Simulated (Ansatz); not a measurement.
Basis-set extrapolation for ClH$_{2}$O$_{2}$Si (`O[Si](O)Cl`) radical (PBE0-D4/def2-TZVP geometry, frozen core, the Gaussian-basis code of Ansatz). Multiplicity 2, UHF reference.

```tsv
	def2-TZVPP	def2-QZVPP
HF	-899.540322	-899.570224
MP2 correlation	-0.761811	-0.830128
CCSD(T) correlation	-0.815452	-0.882345
```

Energies in hartree. Use E(X) = E(∞) + A·exp(−7.88·√X) for Hartree–Fock and E(X) = E(∞) + B·X^(−2.97) for correlation, with X = 3 and 4.

Problem. What is the CCSD(T) energy at the basis-set limit?

Solution. HF limit: -899.570224 + (-0.029902) × 0.13774 = -899.57434. Correlation limit: -0.882345 + (-0.066893) × 0.74074 = -0.93190. Total: -900.50624 hartree, 395.0 kJ/mol below CCSD(T)/def2-TZVPP.
